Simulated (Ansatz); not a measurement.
C₃H₈AlCl (`C[CH](C)[AlH][Cl]`), relaxed with RKS PBE0-D4/def2-TZVP in Ansatz from a PBE-D4/def2-SVP geometry. The force threshold is 0.005 eV/Å; the program also tests the step.

Total charge 0; spin multiplicity 1.

Start:

```xyz
13

C    -0.549    0.256    1.350
C     0.234   -0.329    0.165
C    -0.689   -1.021   -0.858
Al    1.412    0.970   -0.749
Cl    1.399    3.006   -0.121
H     0.114    0.705    2.117
H    -1.249    1.055    1.024
H    -1.162   -0.525    1.855
H     0.939   -1.103    0.555
H    -0.129   -1.482   -1.699
H    -1.424   -0.312   -1.297
H    -1.283   -1.833   -0.379
H     2.385    0.613   -1.964
```

| step | energy (eV) | largest force (eV/Å) | largest move (Å) |
| --- | --- | --- | --- |
| 1 | -22353.6831 | 0.510 | 0.000 |
| 2 | -22353.7250 | 0.153 | 0.024 |
| 3 | -22353.7284 | 0.038 | 0.013 |
| 4 | -22353.7285 | 0.008 | 0.005 |
| 5 | -22353.7286 | 0.008 | 0.007 |
| 6 | -22353.7287 | 0.014 | 0.025 |
| 7 | -22353.7287 | 0.021 | 0.028 |
| 8 | -22353.7288 | 0.017 | 0.026 |
| 9 | -22353.7290 | 0.031 | 0.069 |
| 10 | -22353.7292 | 0.039 | 0.034 |
| 11 | -22353.7293 | 0.046 | 0.044 |
| 12 | -22353.7295 | 0.042 | 0.040 |
| 13 | -22353.7296 | 0.054 | 0.073 |
| 14 | -22353.7298 | 0.049 | 0.040 |
| 15 | -22353.7299 | 0.042 | 0.020 |
| 16 | -22353.7301 | 0.019 | 0.041 |
| 17 | -22353.7302 | 0.017 | 0.044 |
| 18 | -22353.7302 | 0.020 | 0.066 |
| 19 | -22353.7303 | 0.015 | 0.011 |
| 20 | -22353.7303 | 0.007 | 0.042 |
| 21 (rejected) | -22353.7303 | 0.013 | 0.036 |
| 22 | -22353.7304 | 0.002 | 0.018 |
| 23 | -22353.7304 | 0.004 | 0.018 |
| 24 | -22353.7304 | 0.003 | 0.008 |
| 25 | -22353.7304 | 0.001 | 0.008 |

End:

```xyz
13

C    -0.617    0.301    1.290
C     0.223   -0.293    0.162
C    -0.633   -1.085   -0.827
Al    1.366    1.005   -0.758
Cl    1.899    2.788    0.229
H    -0.010    0.844    2.017
H    -1.363    1.003    0.905
H    -1.163   -0.483    1.829
H     0.940   -0.998    0.614
H    -0.040   -1.536   -1.628
H    -1.388   -0.450   -1.302
H    -1.172   -1.895   -0.323
H     1.958    0.799   -2.210
```

Run time 84 s (4 threads of a server CPU on a shared host); peak host memory 0.64 GiB.
